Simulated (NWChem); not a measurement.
System: CH₄BF₂N; SMILES NB(CF)F

```xyz
9

N      1.3683     0.6296    -0.0004
B     -0.0194     0.5721    -0.0004
F     -0.7538     1.6954     0.0006
C     -0.7703    -0.8206    -0.0018
F      0.1314    -1.8707     0.0010
H      1.9126    -0.2230    -0.0008
H      1.8991     1.4899     0.0005
H     -1.4251    -0.9117    -0.8884
H     -1.4303    -0.9112     0.8809
```
Atoms are numbered in this order, from 1.

All runs use the structure optimised with PBE0/def2-SVP.

Q: Give the principal values of the shielding tensors (ppm) of N1, B2, F3, C4, F5 from PBE0/pcSseg-1, GIAO (NWChem), with their diamagnetic and paramagnetic parts as GIAO splits them.

A: 
```
atom    σ11    σ22    σ33  isotropic  diamagnetic  paramagnetic
----  -----  -----  -----  ---------  -----------  ------------
N1    101.9  218.3  234.1      184.8        319.4        -134.6
B2     33.1   79.9   91.8       68.3        193.1        -124.9
F3    166.9  279.0  456.2      300.7        471.6        -170.9
C4     70.6   80.5  178.2      109.7        248.4        -138.6
F5    441.2  483.8  499.9      475.0        474.5           0.4
```
